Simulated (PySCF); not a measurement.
# Computed beside measured shifts: bis(cyclopentylmethyl)phosphine oxide (C12H23OP)

System: bis(cyclopentylmethyl)phosphine oxide (C12H23OP), SMILES O=[PH](CC1CCCC1)CC1CCCC1.

Atom-mapped SMILES (hydrogens are numbered by the atom that bears them): [O:1]=[PH:2]([CH2:3][CH:4]1[CH2:5][CH2:6][CH2:7][CH2:8]1)[CH2:9][CH:10]1[CH2:11][CH2:12][CH2:13][CH2:14]1

Method: GIAO PBE0/pcSseg-2, gas phase, PySCF SCF with an in-house response code, fitting set def2-universal-JFIT up to Ne and JKFIT beyond, grid level 2, non-relativistic, geometry: PBE0-D3(BJ)/def2-SVP.

One optimised conformer. Values are averaged over the atoms that symmetry or fast rotation interchanges, on this one geometry and without vibrational averaging. Shifts are the reference shielding less the shielding here, at the same level (13C, 1H against isolated TMS; 17O against isolated H2O; 31P against isolated H3PO4); nuclei without a reference have shieldings only.

Question: What shifts does this level give for P2, and how do they compare with measurement?

Answer: 
```csv
atom,nucleus,computed / ppm,measured / ppm,computed less measured,measured against,medium of the measurement
P2,31P,-1.4,31.36,-32.8,85 % H3PO4,CDCl3
```

Computed 19F and 31P shifts carry an offset from the reference molecule (CFCl3 is hard for DFT, lone H3PO4 or PH3 isn't the 85 % acid), so differences between compounds are more accurate than the values.

Measured values: supporting information or article, doi 10.1039/d4qo02447h.
